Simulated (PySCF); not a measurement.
# 4,4-dimethyl-1-hexene (SMILES C(C(CC=C)(C)C)C)

Molfile (atoms numbered from 1):
```
C8H16
     RDKit          3D

 24 23  0  0  0  0  0  0  0  0999 V2000
    2.8421   -1.0306    0.6012 C   0  0  0  0  0  0  0  0  0  0  0  0
    1.6932   -0.4068    0.8674 C   0  0  0  0  0  0  0  0  0  0  0  0
    0.9929    0.5436   -0.0502 C   0  0  0  0  0  0  0  0  0  0  0  0
   -0.3677    0.0531   -0.5999 C   0  0  0  0  0  0  0  0  0  0  0  0
   -0.1428   -1.1650   -1.4973 C   0  0  0  0  0  0  0  0  0  0  0  0
   -0.9782    1.1793   -1.4366 C   0  0  0  0  0  0  0  0  0  0  0  0
   -1.3283   -0.3545    0.5342 C   0  0  0  0  0  0  0  0  0  0  0  0
   -1.6172    0.6981    1.5940 C   0  0  0  0  0  0  0  0  0  0  0  0
    3.3645   -0.8787   -0.3495 H   0  0  0  0  0  0  0  0  0  0  0  0
    3.3050   -1.7118    1.3204 H   0  0  0  0  0  0  0  0  0  0  0  0
    1.2120   -0.5931    1.8362 H   0  0  0  0  0  0  0  0  0  0  0  0
    1.6482    0.7747   -0.9070 H   0  0  0  0  0  0  0  0  0  0  0  0
    0.8312    1.4989    0.4810 H   0  0  0  0  0  0  0  0  0  0  0  0
    0.3221   -1.9916   -0.9384 H   0  0  0  0  0  0  0  0  0  0  0  0
    0.5190   -0.9173   -2.3428 H   0  0  0  0  0  0  0  0  0  0  0  0
   -1.0974   -1.5267   -1.9118 H   0  0  0  0  0  0  0  0  0  0  0  0
   -1.1317    2.0947   -0.8445 H   0  0  0  0  0  0  0  0  0  0  0  0
   -1.9528    0.8772   -1.8523 H   0  0  0  0  0  0  0  0  0  0  0  0
   -0.3193    1.4397   -2.2803 H   0  0  0  0  0  0  0  0  0  0  0  0
   -2.2784   -0.6685    0.0670 H   0  0  0  0  0  0  0  0  0  0  0  0
   -0.9292   -1.2603    1.0226 H   0  0  0  0  0  0  0  0  0  0  0  0
   -0.7112    0.9880    2.1490 H   0  0  0  0  0  0  0  0  0  0  0  0
   -2.3401    0.3178    2.3318 H   0  0  0  0  0  0  0  0  0  0  0  0
   -2.0464    1.6146    1.1606 H   0  0  0  0  0  0  0  0  0  0  0  0
  1  2  2  0
  2  3  1  0
  3  4  1  0
  4  5  1  0
  4  6  1  0
  4  7  1  0
  7  8  1  0
  1  9  1  0
  1 10  1  0
  2 11  1  0
  3 12  1  0
  3 13  1  0
  5 14  1  0
  5 15  1  0
  5 16  1  0
  6 17  1  0
  6 18  1  0
  6 19  1  0
  7 20  1  0
  7 21  1  0
  8 22  1  0
  8 23  1  0
  8 24  1  0
M  END
```

Computed with PySCF, quadratic response CAM-B3LYP/aug-cc-pVDZ first hyperpolarisability, Taylor convention, gas phase. Geometry: PBE0-D3(BJ)/def2-SVP.

Task: Give the tensor of the second harmonic β(−2ω;ω,ω) at 1907 nm in the axes of these coordinates.

Result: In au, Taylor convention; rows are the first index (the induced dipole):
```
      xx    yy     zz     xy     xz     yz
x  -49.3  -6.5  -15.9  +18.9   -7.1  +15.9
y  +19.2  +8.6  -12.3   -6.4  +16.0   +0.6
z   -6.7  +0.7  +30.2  +15.9  -15.8  -12.3
```
Norm of βᵢ = ⅓ Σⱼ (βᵢⱼⱼ + βⱼᵢⱼ + βⱼⱼᵢ): 77.0 au, hyper-Rayleigh value 34.1 au.
